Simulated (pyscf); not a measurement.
PySCF, gas phase, ωB97X-D3(BJ)/def2-SVP geometries.

Problem. For the elementary gas-phase step `[GeH3][O][GeH3]` → `[GeH4]` + `[O]=[GeH2]` (singlet surface; Ge–O, Ge–H broken, Ge–H formed), what barrier and reaction energy does ωB97M-D3(BJ)/def2-TZVP give, measured from the reactant's lowest minimum found?

Solution. ΔE‡ = 2.68 eV, ΔE = +2.50 eV. Zero-point energy shifts the barrier by -0.04 eV. It is an elimination, with an imaginary mode of 320i cm⁻¹. On the product side the descent ends in a complex, 0.25 eV under the separated species and 0.22 eV under the saddle at ωB97X-D3(BJ)/def2-TZVP. At the saddle there is also a short Ge–Ge contact that neither side keeps. O=GeH₂ lies 1.32 eV over its isomer HO–GeH: [singlet] (electronic energy, ωB97M-D3(BJ)/def2-TZVP). One saddle was located; it need not be the lowest between these sides. Elements up to Kr have no core potential and no relativistic terms here.
